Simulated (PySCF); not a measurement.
# Worked example: chemical shift, span and skew from a shielding tensor

Si(NH2)4 (H8N4Si), SMILES N[Si](N)(N)N. Atoms are numbered in the order given.

```xyz
13

N      1.3402    -0.1934     1.0847
Si     0.0000     0.0000     0.0000
N      0.1934     1.3402    -1.0847
N     -1.3402     0.1934     1.0847
N     -0.1934    -1.3402    -1.0847
H      2.2837    -0.1884     0.7095
H      1.2634    -0.8559     1.8510
H      0.1884     2.2837    -0.7095
H      0.8559     1.2634    -1.8510
H     -2.2837     0.1884     0.7095
H     -1.2634     0.8559     1.8510
H     -0.8559    -1.2634    -1.8510
H     -0.1884    -2.2837    -0.7095
```

Geometry optimised at B3LYP-D3(BJ)/def2-SVP. Other conformers were not sampled.

GIAO shieldings from KT2/pcSseg-1 in PySCF, non-relativistic, no solvent. The symmetric part of the tensor of Si2 has the principal values 366.5, 411.1, 411.1 ppm. The same nucleus in TMS has σ = 361.9 ppm at this level (PySCF, at its B3LYP-D3(BJ)/def2-TZVP geometry).

Q: Work out the isotropic shielding, the ²⁹Si shift against TMS, the span and the skew.

A: 
σ(iso) = (σ11 + σ22 + σ33)/3 = 396.2 ppm. δ = σ(ref) − σ(iso) = 361.9 − (396.2) = -34.3 ppm.
Span Ω = σ33 − σ11 = 44.6 ppm. Skew κ = 3(σ(iso) − σ22)/Ω = -1.00, an axial tensor. Tumbling in solution averages the tensor to δ; in a static solid the shielding alone would spread this spin-1/2 line over Ω.
